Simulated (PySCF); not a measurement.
Computed shifts of a molecule C4H6OSe, PySCF with PBE/pcSseg-1, GIAO, gas phase, equivalent atoms averaged, in ppm (number of nuclei): ¹³C: 218.4 (1), 128.2 (1), 95.6 (1), 80.5 (1). ¹H: 6.75 (1), 6.01 (2), 5.96 (1), 4.89 (1), 2.65 (1). References: ¹³C against TMS (σ = 182.0 ppm); ¹⁷O against H2O (σ = 334.3 ppm); ⁷⁷Se against Me2Se (σ = 1634.8 ppm); ¹H against TMS (σ = 31.49 ppm), references at their B3LYP-D3(BJ)/def2-TZVP geometries, non-relativistic. Coordinates come from a B3LYP-D3(BJ)/def2-SVP optimisation. The values are those of a single conformer.

Question: Which molecule gave these data?
(A) O=C1CC[Se]C1
(B) C=C=COC[SeH]
(C) [SeH][C@@H]1CC=CO1
(D) C=C1COC[Se]1

Answer: B, C=C=COC[SeH]
